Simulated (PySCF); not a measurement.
CH7F3SSi3.
Atom-mapped SMILES: `[F:1][Si:2]([F:3])([F:4])[CH2:5][S:6][SiH2:7][SiH3:8]` (hydrogens: H9, H10 on C5; H11, H12 on Si7; H13, H14, H15 on Si8)

Structure used (GFN2-xTB), in Å, numbered top down from 1:
```xyz
15
CH7F3SSi3 angstrom
F     -2.532    2.058    0.942
Si    -2.561    1.038   -0.267
F     -1.818    1.801   -1.444
F     -4.080    0.988   -0.726
C     -1.855   -0.660    0.102
S     -0.246   -0.611    0.997
Si     1.160   -0.174   -0.588
Si     3.273   -0.457    0.299
H     -2.516   -1.219    0.763
H     -1.709   -1.251   -0.801
H      0.766   -1.112   -1.648
H      0.811    1.157   -1.086
H      3.433    0.161    1.615
H      4.238    0.162   -0.612
H      3.633   -1.871    0.424
```

Method: PySCF, TDDFT CAM-B3LYP/def2-SVPD, vertical, gas phase, core orbitals frozen in the response.

Ground-to-excited transition dipoles (e·a0, same axes as the geometry; the sign carries no meaning), for the states with f of 0.002 or more among the lowest 7:

```
state  E (hartree)      μx      μy      μz
   S1       0.1960   0.188  -0.142   0.030
   S2       0.2070  -0.001   0.151   0.019
   S3       0.2391  -0.178   0.023   0.113
   S4       0.2433   0.096   0.013  -0.070
   S5       0.2550  -0.135   0.128   0.067
   S6       0.2610   0.191   0.199  -0.449
   S7       0.2622   0.088  -0.162  -0.064
```

**Question.** Work out the oscillator strengths.

**Answer.** f = (2/3) ΔE |μ|² with ΔE in hartree (27.2114 eV).

```
state  |μ|² (au)  |μ| (D)      f
   S1      0.056     0.60  0.007
   S2      0.023     0.39  0.003
   S3      0.045     0.54  0.007
   S4      0.014     0.30  0.002
   S5      0.039     0.50  0.007
   S6      0.278     1.34  0.048
   S7      0.038     0.50  0.007
```

**Question.** Which bond between heavy atoms lies closest to the direction of the S6 transition dipole?

**Answer.** Si2–F3, at 11° from it; next S6–Si7 at 21°.

**Question.** What peak molar absorption coefficient would the strongest computed level give as a lone Gaussian band 0.3 eV wide at half height?

**Answer.** ε(max) = 2.175×10⁸ f / FWHM, with the width in cm⁻¹. S6: 2.175×10⁸ × 0.0484 / 2420 ≈ 4300 L mol⁻¹ cm⁻¹.

One conformer stands for the species.
